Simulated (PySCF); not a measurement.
Ga₂ (SMILES [Ga][Ga]), triplet, at a GFN2-xTB geometry (such geometries of metal compounds can be far from the true shape); DF-PBE/def2-TZVP in PySCF.

Here is a job for PySCF.
```python
from pyscf import gto, scf, dft

mol = gto.M(
    atom='''
Ga   -0.00000000   -0.00000000   -1.36141857
Ga    0.00000000    0.00000000    1.36141857
''',
    basis='def2-tzvp',
    spin=2,
    verbose=4,
)

mf = dft.UKS(mol)
mf.xc = 'pbe'
mf = mf.density_fit(auxbasis='def2-universal-jkfit')
mf.kernel()
mf.analyze()
```

The log (banner, timings and long lists left out):

```
PySCF version 2.14.0

[INPUT] verbose = 4
[INPUT] num. atoms = 2
[INPUT] num. electrons = 62
[INPUT] charge = 0
[INPUT] spin (= nelec alpha-beta = 2S) = 2
[INPUT] symmetry False subgroup None
[INPUT] Mole.unit = angstrom
[INPUT] Symbol           X                Y                Z      unit          X                Y                Z       unit  Magmom
[...]
nuclear repulsion = 186.768166271641
number of shells = 32
number of NR pGTOs = 200
number of NR cGTOs = 96
basis = def2-tzvp
ecp = {}

******** <class 'pyscf.df.df_jk.DFUKS'> ********
method = DFUKS
initial guess = minao
damping factor = 0
level_shift factor = 0
DIIS = <class 'pyscf.scf.diis.CDIIS'>
diis_start_cycle = 1
diis_space = 8
diis_damp = 0
SCF conv_tol = 1e-09
SCF conv_tol_grad = None
SCF max_cycles = 50
direct_scf = False
number electrons alpha = 32  beta = 30
XC library pyscf.dft.libxc version 7.1.2
    S. Lehtola, C. Steigemann, M. J. T. Oliveira, and M. A. L. Marques,  SoftwareX 7, 1–5 (2018)
XC functionals = pbe
    J. P. Perdew, K. Burke, and M. Ernzerhof,  Phys. Rev. Lett. 77, 3865 (1996)
    J. P. Perdew, K. Burke, and M. Ernzerhof,  Phys. Rev. Lett. 78, 1396 (1997)
    J. P. Perdew, K. Burke, and M. Ernzerhof,  Phys. Rev. Lett. 77, 3865 (1996)
    J. P. Perdew, K. Burke, and M. Ernzerhof,  Phys. Rev. Lett. 78, 1396 (1997)
radial grids:
    Treutler-Ahlrichs [JCP 102, 346 (1995); DOI:10.1063/1.469408] (M4) radial grids

becke partition: Becke, JCP 88, 2547 (1988); DOI:10.1063/1.454033
pruning grids: <function nwchem_prune>
grids dens level: 3
symmetrized grids: False
atomic radii adjust function: <function treutler_atomic_radii_adjust>
small_rho_cutoff = 0
Set gradient conv threshold to 3.16228e-05
tot grids = 41808
init E= -3848.06237792705

cycle= 1 E= -3848.98365987836  delta_E= -0.921  |g|= 0.86  |ddm|= 1.02
cycle= 2 E= -3848.84755964123  delta_E= 0.136  |g|= 1.27  |ddm|=  0.9
cycle= 3 E= -3849.08888772465  delta_E= -0.241  |g|= 0.0124  |ddm|= 0.577
cycle= 4 E= -3849.08891488682  delta_E= -2.72e-05  |g|= 0.00805  |ddm|= 0.0254
cycle= 5 E= -3849.08897094758  delta_E= -5.61e-05  |g|= 0.000963  |ddm|= 0.0126
cycle= 6 E= -3849.08897128939  delta_E= -3.42e-07  |g|= 0.000155  |ddm|= 0.00112
cycle= 7 E= -3849.08897129597  delta_E= -6.57e-09  |g|= 9.91e-06  |ddm|= 0.00016
cycle= 8 E= -3849.08897129603  delta_E= -5.96e-11  |g|= 1.82e-06  |ddm|= 2.4e-05
Extra cycle  E= -3849.08897129602  delta_E= 5.46e-12  |g|= 3.16e-06  |ddm|= 5.16e-06
[...]
converged SCF energy = -3849.08897129602  <S^2> = 2.0029447  2S+1 = 3.0019625
Total Energy =                       -3849.088971296021555
[...]
spin_pop of  0 Ga 4f-3      0.00000
spin_pop of  0 Ga 4f-2     -0.00000
spin_pop of  0 Ga 4f-1      0.00015
spin_pop of  0 Ga 4f+0      0.00009
spin_pop of  0 Ga 4f+1      0.00003
spin_pop of  0 Ga 4f+2     -0.00000
spin_pop of  0 Ga 4f+3      0.00000
spin_pop of  1 Ga 1s        0.00000
spin_pop of  1 Ga 2s        0.00000
spin_pop of  1 Ga 3s        0.00010
spin_pop of  1 Ga 4s        0.03300
spin_pop of  1 Ga 5s        0.00330
spin_pop of  1 Ga 6s        0.00011
spin_pop of  1 Ga 2px       0.00000
spin_pop of  1 Ga 2py       0.00000
spin_pop of  1 Ga 2pz       0.00000
spin_pop of  1 Ga 3px      -0.00000
spin_pop of  1 Ga 3py       0.00002
spin_pop of  1 Ga 3pz       0.00001
spin_pop of  1 Ga 4px       0.07014
spin_pop of  1 Ga 4py       0.42627
spin_pop of  1 Ga 4pz       0.46188
spin_pop of  1 Ga 5px       0.00008
spin_pop of  1 Ga 5py       0.00048
spin_pop of  1 Ga 5pz       0.00016
spin_pop of  1 Ga 6px       0.00002
spin_pop of  1 Ga 6py       0.00010
spin_pop of  1 Ga 6pz       0.00001
spin_pop of  1 Ga 3dxy     -0.00018
spin_pop of  1 Ga 3dyz     -0.00031
spin_pop of  1 Ga 3dz^2    -0.00023
spin_pop of  1 Ga 3dxz     -0.00025
spin_pop of  1 Ga 3dx2-y2   -0.00018
spin_pop of  1 Ga 4dxy      0.00003
spin_pop of  1 Ga 4dyz      0.00100
spin_pop of  1 Ga 4dz^2     0.00071
spin_pop of  1 Ga 4dxz      0.00026
spin_pop of  1 Ga 4dx2-y2    0.00003
spin_pop of  1 Ga 5dxy      0.00002
spin_pop of  1 Ga 5dyz      0.00153
spin_pop of  1 Ga 5dz^2     0.00102
spin_pop of  1 Ga 5dxz      0.00033
spin_pop of  1 Ga 5dx2-y2    0.00002
spin_pop of  1 Ga 6dxy      0.00001
spin_pop of  1 Ga 6dyz      0.00012
spin_pop of  1 Ga 6dz^2     0.00007
spin_pop of  1 Ga 6dxz      0.00004
spin_pop of  1 Ga 6dx2-y2    0.00001
spin_pop of  1 Ga 4f-3      0.00000
spin_pop of  1 Ga 4f-2     -0.00000
spin_pop of  1 Ga 4f-1      0.00015
spin_pop of  1 Ga 4f+0      0.00009
spin_pop of  1 Ga 4f+1      0.00003
spin_pop of  1 Ga 4f+2     -0.00000
spin_pop of  1 Ga 4f+3      0.00000
 ** Mulliken Spin Density (per atom)  **
spin density of  0 Ga =      1.00000
spin density of  1 Ga =      1.00000
 ** Mulliken pop alpha/beta on meta-lowdin orthogonal AOs **
 ** Mulliken pop       alpha | beta **
In total            32.00000 | 30.00000
 ** Mulliken atomic charges   ( Nelec_alpha | Nelec_beta ) **
charge of  0Ga =     -0.00000  (    16.00000     15.00000 )
charge of  1Ga =      0.00000  (    16.00000     15.00000 )
Dipole moment(X, Y, Z, Debye):  0.00000,  0.00000,  0.00000
```
